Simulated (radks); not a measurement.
The numbers below are computed, except where a source is named.
Q: Species: Ag XXIII. Configuration: [Ar] 3d7 (the NIST ground configuration). Code: a radial shooting solver on a logarithmic mesh with Libxc functionals. Model: Dirac Kohn-Sham, PBE, spin-unpolarised, spherical densities, point nucleus; open shells are shared between the two j in proportion to 2j + 1. Some entries of the table are withheld. Estimate them.

orbital,occ.,eigenvalue (hartree),<1/r> (bohr^-1)
1s1/2,2,-958.7885,(1)
2s1/2,2,-164.8840,11.42
2p1/2,2,-155.3461,(2)
2p3/2,4,-148.8668,(3)
3s1/2,2,-50.26206,(4)
3p1/2,2,-46.53256,4.086
3p3/2,4,-45.26397,3.920
3d3/2,2.8,(5),3.783
3d5/2,4.2,(6),3.740

A: 
(1) 1s1/2 <1/r> (bohr^-1): 49.44
(2) 2p1/2 <1/r> (bohr^-1): 11.40
(3) 2p3/2 <1/r> (bohr^-1): 10.71
(4) 3s1/2 <1/r> (bohr^-1): 4.166
(5) 3d3/2 eigenvalue (hartree): -38.89845
(6) 3d5/2 eigenvalue (hartree): -38.62882
